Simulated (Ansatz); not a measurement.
C5H15NbO5 (`C[O][Nb]([O]C)([O]C)([O]C)[O]C`) at its PBE0-D4/def2-TZVP geometry, where that method's forces vanish. Total charge 0; spin multiplicity 1. Nb takes the def2 core potential.

```xyz
26

C     0.9072   -2.5576    1.4139
O    -0.1763   -1.6984    1.2316
Nb   -0.4982   -0.0163    0.4247
O     1.2963    0.0191   -0.2360
C     2.4356    0.0258   -1.0233
O    -0.1495    1.5158    1.4792
C     0.9449    2.3281    1.7764
O    -1.1031    0.1276   -1.3979
C    -0.4678    0.2252   -2.6349
O    -2.3376   -0.0388    0.8294
C    -3.6225   -0.0156    0.3135
H     1.8070   -2.1713    0.9221
H     1.1142   -2.6740    2.4828
H     0.6736   -3.5436    0.9994
H     2.3892   -0.7468   -1.7995
H     3.3229   -0.1652   -0.4085
H     2.5705    0.9955   -1.5169
H     1.8423    1.9924    1.2445
H     1.1441    2.3036    2.8526
H     0.7296    3.3626    1.4896
H     0.0321   -0.7123   -2.9054
H    -1.2147    0.4435   -3.4055
H     0.2778    1.0281   -2.6494
H    -4.1571   -0.9331    0.5826
H    -3.5830    0.0664   -0.7797
H    -4.1775    0.8394    0.7148
```

Q: What forces (eV/Å) does r2SCAN-D4/def2-TZVPP give on these atoms in Ansatz 0.2.0? (Best estimate.)

A: Ansatz gave: 
```
C1   0.213 -0.191  0.048
O2  -0.172 -0.104  0.098
Nb3  0.020  0.003 -0.027
O4   0.031  0.002  0.060
C5   0.236  0.004 -0.163
O6  -0.168  0.089  0.117
C7   0.215  0.180  0.074
O8  -0.240  0.001  0.006
C9   0.135  0.016 -0.262
O10 -0.071 -0.008  0.175
C11 -0.254  0.003 -0.092
H12  0.007  0.007 -0.007
H13  0.004 -0.002 -0.006
H14  0.006  0.002  0.003
H15  0.005  0.003 -0.004
H16  0.003  0.000 -0.001
H17  0.006 -0.003 -0.002
H18  0.008 -0.006 -0.007
H19  0.004  0.003 -0.006
H20  0.006 -0.003  0.002
H21  0.005  0.000  0.002
H22  0.005  0.000 -0.001
H23  0.007  0.001  0.004
H24 -0.004  0.005 -0.004
H25 -0.004  0.000 -0.001
H26 -0.004 -0.005 -0.005
```
